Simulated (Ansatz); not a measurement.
FGeH$_{3}$OS (`[OH][GeH]([F])[SH]`), relaxed with RKS PBE-D4/def2-SVP in Ansatz 0.2.0 from a rough embedded geometry. The force threshold is 0.03 eV/Å; the program also tests the step.

Charge 0, multiplicity 1.

Start:

```xyz
7

O    -1.131   -0.675    0.887
Ge    0.055    0.474    0.376
F     0.717    1.218    1.804
S     1.707   -0.504   -0.786
H    -1.525   -1.083    0.013
H    -0.607    1.550   -0.550
H     0.786   -0.981   -1.742
```

```csv
step,energy (eV),largest force (eV/Å),largest move (Å)
1,-72136.1204,2.330,0.000
2,-72136.2860,1.093,0.158
3,-72136.3470,0.402,0.133
4,-72136.3584,0.130,0.042
5,-72136.3608,0.396,0.059
6,-72136.3653,0.944,0.195
7,-72136.3666,0.429,0.151
8,-72136.3988,0.363,0.199
9,-72136.4483,0.213,0.200
10 (rejected),-72136.4473,0.791,0.200
11,-72136.4716,0.227,0.100
12,-72136.4939,0.243,0.100
13,-72136.5040,0.859,0.144
14,-72136.5180,0.353,0.200
15,-72136.5280,0.373,0.155
16,-72136.5359,0.058,0.110
17,-72136.5365,0.065,0.038
18,-72136.5368,0.077,0.024
19,-72136.5368,0.077,0.000
20,-72136.5370,0.025,0.007
```

End:

```xyz
7

O    -1.478   -0.471    0.419
Ge   -0.012    0.516    0.192
F     0.641    0.926    1.769
S     1.656   -0.622   -0.759
H    -1.253   -1.345    0.794
H    -0.488    1.802   -0.512
H     0.935   -0.804   -1.903
```

It took 36 s on 2 threads of an Arm Neoverse V1 on a shared host, with 0.15 GiB of host memory at the peak.
